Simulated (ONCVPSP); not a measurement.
**Building the ONCV potential for Ta (Z = 73) (PBE, scalar-relativistic).**

tantalum (Ta), optimised norm-conserving Vanderbilt (ONCV), made with ONCVPSP 4.0.1 (PBE, scalar-relativistic). Core [Kr] 4d10 4f14, reference 5s2 5p6 5d2 (charge +3). Waves: 5s: rc 1.05 bohr, ncon 5, nbas 8, qcut 5.2 1/bohr, 3 projectors, debl 1.7 Ha; 5p: rc 1.20 bohr, ncon 4, nbas 7, qcut 8.1 1/bohr, 2 projectors, debl 1.9 Ha; 5d: rc 2.65 bohr, ncon 4, nbas 8, qcut 4.6 1/bohr, 2 projectors, debl 1.7 Ha. Local part: polynomial inside 0.90 bohr (lpopt 5, dvloc0 2 Ha). Core correction: none.

In the s channel the program set the typed energies aside and used -3.713, 0.250, 1.950 Ha. In the p channel the program set the typed energies aside and used -2.468, 0.250 Ha.

All-electron outer shells of the reference configuration (PBE, scalar-relativistic, ld1.x):

```tsv
shell	level (eV)	outermost node (bohr)	outermost maximum (bohr)
5p	-67.14	0.58	1.12
4f	-52.86	–	0.44
5d	-29.13	0.65	1.51
```

Problem. Does the generator finish with these settings?

Solution. Yes, a potential is produced and its reference levels are reproduced.

Problem. Estimate the cutoffs (Ha) at which the residual kinetic energy of the hardest occupied pseudo-wave falls to 1 and 0.1 mHa per electron.

Solution. 87 Ha and 130 Ha.

Problem. Does the potential have ghost states?

Solution. Ghosts flagged at negative energy: s at -554.0 eV; GHOST(+) flagged for d at 161.4 eV, p at 181.7 eV, s at 449.4 eV. A true bound ghost makes a file unfit for plane-wave use.

Problem. Which valence shell sets the plane-wave cutoff?

Solution. 5s: 87 Ha for 1 mHa per electron, against 31 Ha for 5p.

Problem. Tests: 5s2 5p6 5d3 6s2; 5s2 5p6 5d3 6s1; 5s2 5p6 5d3; 5s2 5p6 5d2 6s2. Which has the largest error in its energy relative to the reference configuration, and how large is it?

Solution. 5s2 5p6 5d3 6s2, with +57 meV (all-electron minus pseudo) on -47.04 eV.
